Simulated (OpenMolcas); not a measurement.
**d6 ions of charge +4 down a group on the Ge site of Cs2GeF6**

```
Program             : OpenMolcas 26.06
Method              : CASSCF
Spin-orbit coupling : RASSI with atomic mean-field integrals over the reference wave functions
```

The d shell is active. Each dopant is a cluster with its nearest anions in model potentials and point charges, with no relaxation. Distances were set from a Shannon-type radius of the metal (high-spin where two are listed) plus a fixed donor radius (F 1.31 Å), in hosts weighted 0.65 to 0.35 with the host's distance in the model lattice. Ligand basis ANO-RCC-VDZP, DKH2 Hamiltonian. States (labels of O, the rotations of Oh). Energies in cm-1 above the lowest state or level, χT in cm3 K/mol; under a threefold ground state the first gap can be a small split of the lowest multiplet, not the spin-orbit step. Spin-only χT is S(S+1) / 2 for the spin of the ground state.

| Ion | Shell | R (Å) | Metal basis | Ground state | First state of that spin | First gap with spin-orbit (degeneracies) | χT at 300 K | First state of another spin | Spin-only χT |
| --- | --- | --- | --- | --- | --- | --- | --- | --- | --- |
| Ni4+ | 3d6 | 1.795 | ANO-RCC-VTZP | 5T2 | 5E 19389 | 314.7 (3, 2) | 4.084 | 1A1 2604 | 3.000 |
| Pd4+ | 4d6 | 1.883 | ANO-RCC-VTZP | 1A1 | 1T1 27602 | 21327 (1, 2) | 0.014 | 3T1 21877 | 0.000 |
| Pt4+ | 5d6 | 1.889 | ANO-RCC-VTZP | 1A1 | 1T1 34054 | 26385 (1, 2) | 0.013 | 3T1 28549 | 0.000 |

Below the highest spin of the shell: Pd4+, Pt4+. χT departs most from the spin-only value for Ni4+, by +1.084 cm3 K/mol.

Without dynamic correlation the repulsion within the d shell is too large (B by tens of per cent), so at a given field states of lower spin stand too high. Ligand-to-metal charge-transfer states are missing. With no ligand orbital active B as a rule stays too high, so bands that hang on it stand too high and its fall with covalency is understated. An orbital triplet at a regular site is open to Jahn-Teller coupling, which can distort the site and quench the lowest spin-orbit gaps and is left out (holds for Ni4+). This shell can be high or low spin here, a state of another spin lies low, and with metal d orbitals alone active their balance is uncertain, so the ground spin may be wrong (holds for Ni4+). The least metal-like active orbital is 68 % on the metal (Löwdin) and no ligand orbital is active, so the numbers are rough, and ground spin, moment and any spin crossover can be artefacts of this space; highly charged d ions in such sites are as a rule low spin (holds for Ni4+; Pt4+). With metal d orbitals alone and no dynamic correlation 10Dq can be off by a tenth to a fifth, either way, in oxide and fluoride hosts (holds for Ni4+). The least metal-like active orbital is 66 % on the metal (Löwdin) and no ligand orbital is active, so the numbers are rough, and ground spin, moment and any spin crossover can be artefacts of this space; highly charged d ions in such sites are as a rule low spin (holds for Pd4+). With metal d orbitals alone the field can be off either way by tens of per cent (holds for Pd4+; Pt4+). No measured value stands beside these numbers; the geometry was set by hand and not optimised.
